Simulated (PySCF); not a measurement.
## Excitation energy of S⁺ by level of theory

S⁺ [Ne] 3s2 3p3 (4S) → S⁺ [Ne] 3s1 3p3 3d1 (6D), as a difference of total energies. Computed with PySCF 2.14 in aug-cc-pwCVTZ (8s7p5d3f, 75 functions), with no relativity, point nucleus. Correlated levels: valence: [Ne] frozen; valence and next inner shell: 1s2 frozen; nothing frozen. The calculations carry no spin-orbit coupling.

```csv
method,excitation energy (cm⁻¹)
UHF,146060
LDA,163370
PBE,161680
PBE0,160820
r2SCAN,156830
BHandHLYP,165770
MN15,161330
M06-2X,166690
B3LYP,165530
MP2 (valence),159600
SCS-MP2 (valence),163470
MP2 (valence and next inner shell),161440
SCS-MP2 (valence and next inner shell),164840
MP2 (all electrons),161400
SCS-MP2 (all electrons),164810
```

The promoted electron is Rydberg-like, and one or two diffuse shells describe it only roughly, which tends to raise the upper state.
